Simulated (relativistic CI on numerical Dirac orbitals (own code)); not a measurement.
Zr XXIII: q coefficients and field-shift factors

These numbers are calculated, not measured: Dirac-Coulomb-Breit CI, orbitals from a KLI potential per configuration, derivatives by finite differences, unscaled Slater integrals, QED left out (own radial code, finite nucleus).

CI space (outside the closed core [Ne]): 3s²3p⁶, 3s²3p⁵3d, 3s3p⁶3d, 3p⁶3d², 3p⁵3d³. Double excitations out of closed p, d and f shells are left out; levels of such configurations are missing from the list, as are those of other unlisted configurations, and high levels can miss mixing partners.

With x = (α/α₀)² − 1 an excitation energy changes as ω = ω₀ + qx; K = 2q/ω₀ is the relative enhancement. Terms are leading LS components, so labels can repeat. The field-shift factor is F = δν/δ⟨r²⟩ for the transition from the lowest level.

Lowest level 3s²3p⁶ ¹S0.

| Level | ω₀ (cm⁻¹) | q (cm⁻¹) | K | F (GHz/fm²) |
| --- | --- | --- | --- | --- |
| 3s²3p⁵3d ³P°0 | 830712 | 10620 | 0.0256 | 1.26 |
| 3s²3p⁵3d ³P°1 | 848799 | 20990 | 0.0495 | 1.24 |
| 3s²3p⁵3d ³P°2 | 885327 | 37650 | 0.0851 | 1.24 |
| 3s²3p⁵3d ³F°3 | 888608 | 15410 | 0.0347 | 1.27 |
| 3s²3p⁵3d ³F°4 | 893950 | 38690 | 0.0866 | 1.44 |
| 3s²3p⁵3d ³F°2 | 916108 | 32700 | 0.0714 | 1.27 |
| 3s²3p⁵3d ³D°3 | 957647 | 38900 | 0.0812 | 1.51 |
| 3s²3p⁵3d ³D°1 | 1004577 | 83700 | 0.167 | 0.702 |
| 3s²3p⁵3d ³F°2 | 1029869 | 153100 | 0.297 | -0.337 |
| 3s²3p⁵3d ³D°2 | 1067246 | 178000 | 0.334 | -0.135 |
| 3s²3p⁵3d ¹F°3 | 1079950 | 185600 | 0.344 | -0.234 |
| 3s²3p⁵3d ¹P°1 | 1269017 | 111600 | 0.176 | 0.634 |
| 3s3p⁶3d ³D1 | 1736089 | 196400 | 0.226 | -153 |

At this charge energies of transitions that change n are usually good to better than 1 %, and those within a shell (Δn = 0) to a few per cent.
